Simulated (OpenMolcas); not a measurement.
What dynamic correlation does to the levels of Re I

```json
{
 "Program": "OpenMolcas",
 "Basis": "ANO-RCC-VQZP [9s8p6d4f3g2h]",
 "Scalar Hamiltonian": "DKH2, point nucleus",
 "Active space": "7 electrons in 11 orbitals (5d 6s 6d)",
 "State averaging": "2S+1 = 6 even, 6 roots; 2S+1 = 4 even, 17 roots kept (CI in the orbitals of an earlier block)",
 "Spin-orbit coupling": "RASSI with atomic mean-field integrals over the reference wave functions, term energies averaged over their components"
}
```

Methods on the same reference wave functions:
A. CASSCF
B. SS-CASPT2, IPEA 0.25 Eh, imaginary shift 0.1 Eh (closed shells correlated: 5s 5p)

Energies in cm-1 above 5d5 6s2 6S 5/2, the measured ground level; measured values from NIST Handbook of Basic Atomic Spectroscopic Data.

| Level | A | B | Measured |
| --- | --- | --- | --- |
| 5d5 6s2 6S 5/2 | 0.0 | 0.0 | 0.0 |
| 5d6 6s 6D 9/2 | 9465 | 13850 | 11755 |
| 5d6 6s 6D 7/2 | 11514 | 15860 | 14217 |
| 5d6 6s 6D 5/2 [73 %] | 12641 | 18190 | 15770 |

Deviations, from unrounded energies. A percentage is the sum of absolute deviations over the sum of measured energies, with the sign that they share, or ± where signs differ.

```csv
Against measurement,Levels,A,B
mean absolute deviation (cm-1),3,2700,2100
other configurations (%),3,-19.5,+14.8
```

B lies closest to measurement on these levels. The largest miss of B in the table is 5d6 6s 6D 5/2 [73 %], by +2400 cm-1. The ranking rests on the paired levels alone, and a cruder setting can come out closer through cancelling errors.

The lowest spin-free term lies below A's lowest term by 0.435 hartree in B.

Active for correlation alone: 6d; no level in the range computed is led by a configuration that fills it, so any true level of that kind is missing. Without dynamic correlation excited terms often stand tens of per cent too high (terms of higher spin than the ground term too low), and those without a measured partner can miss by more than the paired ones (holds for A). Measured partners are found by configuration, term and J. A level has none where our copy of the source lacks it or the pairing is in doubt (some pairs that miss far off the trend of their configuration count as doubtful), and it then counts in no deviation. Only configurations of the active space appear. The table leaves out levels that lie high or whose names do not pair safely across all columns.

A share in square brackets marks a mixed level and gives the weight of the term that names it, the lowest over the columns.
